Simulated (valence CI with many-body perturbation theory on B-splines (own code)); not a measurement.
## Ba¹⁶⁺: one-electron terms

Method: valence CI with perturbative core correlation (CI+MBPT): four valence electrons over a frozen Dirac-Fock core [Kr], a basis of 7 s, 7 p, 8 d, 6 f, 4 g, 1 h functions for each j, with the one-electron correlation potential Σ1 (screened to all orders), the two-electron term Σ2, the three-electron term Σ3, Breit, model QED; selected single and double excitations, second order for the rest, scaled by the run's own slope (own B-spline code, finite nucleus).

No measured spectrum was set against this ion. As an estimate, terms of the open shell hold to 2 to 4 % of their energy, and close levels can change places. Excitations out of the core, of the other parity, are not computed and may begin above about 69.7 eV (a cautious bound); beyond it only levels of the ground parity were kept, without lifetimes.

These are the spectroscopic orbitals of the CI (the correlating ones are not listed), shaped by the core and the other valence electrons. h is the expectation value of the core's Dirac-Fock operator, without the valence repulsion; Σ1 is computed up to l = 3 at one energy for each symmetry, that of its lowest orbital but kept below the first core excitation, so for empty shells it is not the orbital's own correlation shift; Breit and QED include the response of the core.

```tsv
Orbital	h (hartree)	Σ1 (cm⁻¹)	Breit (cm⁻¹)	QED (cm⁻¹)	⟨r⟩ (bohr)
5s1/2	-13.233	-9845	860	711	1.232
6s1/2	-8.2731	-3573	431	355	1.976
7s1/2	-5.677	-1777	242	201	2.899
5p1/2	-12.333	-8820	1318	-40.6	1.283
6p1/2	-7.8139	-3435	682	-20.4	2.053
7p1/2	-5.4107	-1765	393	-11.6	3.004
5p3/2	-12.076	-8163	786	30.3	1.314
6p3/2	-7.6847	-3248	412	16.1	2.090
7p3/2	-5.3364	-1683	252	9.5	3.047
4d3/2	-19.058	-18988	1274	-242	0.7060
5d3/2	-10.596	-6974	482	-67.1	1.401
6d3/2	-6.9206	-3167	252	-33.8	2.240
4d5/2	-18.922	-18598	519	-164	0.7124
5d5/2	-10.543	-6917	236	-41.2	1.409
6d5/2	-6.8934	-3147	126	-20.6	2.250
4f5/2	-14.783	-34051	-188	-148	0.7508
5f5/2	-8.9499	-7308	-6.5	-47.1	1.532
4f7/2	-14.763	-32329	-491	-131	0.7530
5f7/2	-8.9407	-7180	-123	-40.1	1.534
5g7/2	-8.0054		-37.4	-9.4	1.543
5g9/2	-8.0043		-49.6	-7.7	1.543
```

Among the shells of the start configuration 4d4, Σ1 is largest in size for 4d3/2, where it is 0.45 % of h.

Lowest root of each symmetry, sizes in configuration state functions:

| J | Parity | Roots | Reference | Variational | Second order | Change by selected CI (cm⁻¹) | Change by second order (cm⁻¹) |
| --- | --- | --- | --- | --- | --- | --- | --- |
| 0 | even | 6 | 40 | 10664 | 59662 | -3997 | -3 |
| 1 | even | 6 | 83 | 19919 | 153780 | -3421 | -6 |
| 2 | even | 10 | 131 | 28230 | 206721 | -3271 | -5 |
| 3 | even | 7 | 128 | 27413 | 280932 | -3396 | -7 |
| 4 | even | 8 | 126 | 26912 | 286782 | -3910 | -9 |
| 5 | even | 3 | 90 | 21865 | 183742 | -4887 | -16 |
| 6 | even | 3 | 67 | 17080 | 196545 | -5064 | -16 |
| 0 | odd | 9 | 37 | 17640 | 84762 | -6032 | -4 |
| 1 | odd | 22 | 106 | 31952 | 212866 | -5970 | -9 |
| 2 | odd | 33 | 149 | 31883 | 298775 | -5882 | -47 |
| 3 | odd | 34 | 156 | 31066 | 343443 | -5254 | -65 |
| 4 | odd | 33 | 137 | 30597 | 373597 | -5582 | -68 |
| 5 | odd | 25 | 102 | 31738 | 373024 | -5340 | -40 |
| 6 | odd | 18 | 62 | 31907 | 314189 | -5161 | -15 |
| 7 | odd | 10 | 31 | 29063 | 238938 | -5287 | -4 |
| 8 | odd | 5 | 12 | 18917 | 161830 | -5521 | -4 |
| 9 | odd | 1 | 2 | 10649 | 79087 | -7826 | -8 |
